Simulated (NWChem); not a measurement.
System meant: Cl2 anion, doublet

Here is an NWChem input.

```
start job
memory heap 200 mb stack 700 mb global 900 mb
charge -1
geometry units angstroms noautoz
  Cl     0.000000     0.000000    -1.360302
  Cl     0.000000     0.000000     1.360302
end
basis spherical
  Cl library def2-svp
end
dft
  odft
  mult 2
  xc b3lyp
  iterations 4
  mulliken
end
task dft energy
```

End of the output:

```
     --------------------------
     Expectation value of S2:
     --------------------------
      <S2> =      0.7519 (Exact =     0.7500)

 center of mass
 --------------
 x =   0.00000000 y =   0.00000000 z =   0.00000000

 moments of inertia (a.u.)
 ------------------
         462.146523647280           0.000000000000           0.000000000000
           0.000000000000         462.146523647280           0.000000000000
           0.000000000000           0.000000000000           0.000000000000

     Multipole analysis of the density
     ---------------------------------

     L   x y z        total         alpha         beta         nuclear
     -   - - -        -----         -----         ----         -------
     0   0 0 0     -1.000000    -18.000000    -17.000000     34.000000

     1   1 0 0      0.000000      0.000000      0.000000      0.000000
     1   0 1 0      0.000000      0.000000     -0.000000      0.000000
     1   0 0 1      0.000000      0.000000      0.000000      0.000000

     2   2 0 0    -20.181702    -10.411451     -9.770251      0.000000
     2   1 1 0     -0.000000     -0.000000     -0.000000      0.000000
     2   1 0 1      0.000000      0.000000      0.000000      0.000000
     2   0 2 0    -20.181702    -10.411451     -9.770251      0.000000
     2   0 1 1      0.000000      0.000000     -0.000000      0.000000
     2   0 0 2    -26.159136   -130.207372   -120.622890    224.671126

 ------------------------------------------------------------------------
 dft energy failed                                                                                  0
 ------------------------------------------------------------------------
 ------------------------------------------------------------------------
  current input line :
    18: task dft energy
 ------------------------------------------------------------------------
 ------------------------------------------------------------------------
 This type of error is most commonly associated with calculations not reaching convergence criteria
 ------------------------------------------------------------------------
 For more information see the NWChem manual at https://nwchemgit.github.io

0:dft energy failed:Received an Error in Communication
```

Task: Find the fault in this run and fix the input.

Result: The run did not converge; its last values are not results. Cause: the SCF was allowed too few iterations. This input runs:
```
start job
memory heap 200 mb stack 700 mb global 900 mb
charge -1
geometry units angstroms noautoz
  Cl     0.000000     0.000000    -1.360302
  Cl     0.000000     0.000000     1.360302
end
basis spherical
  * library def2-svp
end
dft
  odft
  mult 2
  xc b3lyp
  iterations 150
  mulliken
end
task dft energy
```
It converges to -920.17336 Ha (B3LYP/def2-SVP, spin-unrestricted).
